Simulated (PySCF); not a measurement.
Excitation energy of O²⁺ by level of theory

O²⁺ [He] 2s2 2p2 (3P) → O²⁺ [He] 2s2 2p1 3s1 (3P), as a difference of total energies. Calculation: PySCF 2.14, in aug-cc-pVDZ-DK; scalar relativity by spin-free X2C-1e. Correlated levels: valence: 1s2 frozen. The calculations carry no spin-orbit coupling.

| method | excitation energy (eV) |
| --- | --- |
| UHF | 33.575 |
| MP2 (valence) | 33.425 |
| SCS-MP2 (valence) | 33.352 |
| CCSD (valence) | 33.206 |
| CCSD(T) (valence) | 33.190 |
| CCSDT (valence) | 33.184 |

Q: How much does correlation contribute at CCSD(T) (valence)?

A: 33.190 − (33.575) = -0.385 eV, measured against UHF.

The promoted electron is Rydberg-like, and one or two diffuse shells describe it only roughly, which tends to raise the upper state.
